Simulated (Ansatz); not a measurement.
A structure relaxed at PBE-D4/def2-SVP in Ansatz, charge 1, doublet:

```tsv
atom	x (Å)	y (Å)	z (Å)
Li1	-0.212	2.573	1.346
Li2	3.019	-0.532	0.522
Li3	-1.435	0.121	-2.006
Al4	0.794	-1.527	-1.153
Al5	1.166	1.038	-0.860
Al6	0.240	-0.127	1.300
Al7	-2.194	0.414	0.737
Al8	-1.376	-1.958	0.114
```

(1) Give its formula.

(2) Summarise the bond lengths by kind (pairs closer than 1.2 times the sum of covalent radii, bridged metal pairs left out).

## Answers

(1) the cluster Li₃Al₅⁺.

(2) 8 × Al–Li 2.74 to 2.99 Å; 7 × Al–Al 2.55 to 2.88 Å.

The structure comes from a short search, and lower isomers may exist.
